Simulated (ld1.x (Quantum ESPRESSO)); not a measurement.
# I (Z = 53): excitation energies, all-electron against TM

```
Element                 : I (Z = 53)
Generator               : ld1.x (Quantum ESPRESSO) 7.5
Type                    : norm-conserving Troullier–Martins (Kleinman–Bylander form)
Functional              : PBEsol
Relativity              : fully relativistic
Frozen core             : [Kr] 4d10
Valence charge          : 7
Reference configuration : 5s2 5p3 (charge +2)
Partial waves           : 5p (bound): rc 1.85 bohr; 5s (bound): rc 1.80 bohr
Local potential         : the s channel
Core correction         : a·sin(br)/r model core, default radius (core density twice the valence density)
```

Open shells are filled in proportion to 2j + 1 (rel_dist='average').

Energies are relative to the spin-unpolarised reference configuration 5s2 5p3; without spin polarisation the order of configurations can differ from experiment.

(1) Give the all-electron excitation energy and the error of the potential for: 5s2 5p5; 5s2 5p4; 5s2 5p2; 5s1 5p6; 5s1 5p5; 5s2 5p5.3; 5s2 5p1.

Levels in the configuration 5s2 5p4:

```csv
level,all-electron (eV),pseudo (eV)
5s j=1/2,-26.284,-26.274
5p j=1/2,-16.171,-16.166
5p j=3/2,-15.015,-15.013
```

Note: ghost state, extra bound levels that the all-electron valence spectrum of the same l lacks: d at -13.4 eV. A true bound ghost makes a file unfit for plane-wave use.

Results:

(1)

```
valence configuration  charge  ΔE all-electron (eV)  error AE − PS (meV)
              5s2 5p5       0               -31.090                 -3.4
              5s2 5p4      +1               -19.913                 -2.3
              5s2 5p2      +3                29.420                 -8.1
              5s1 5p6       0               -20.691                 -1.6
              5s1 5p5      +1                -8.950                 -3.9
            5s2 5p5.3    -0.3               -32.884                 -2.9
              5s2 5p1      +4                68.955                  -52
```
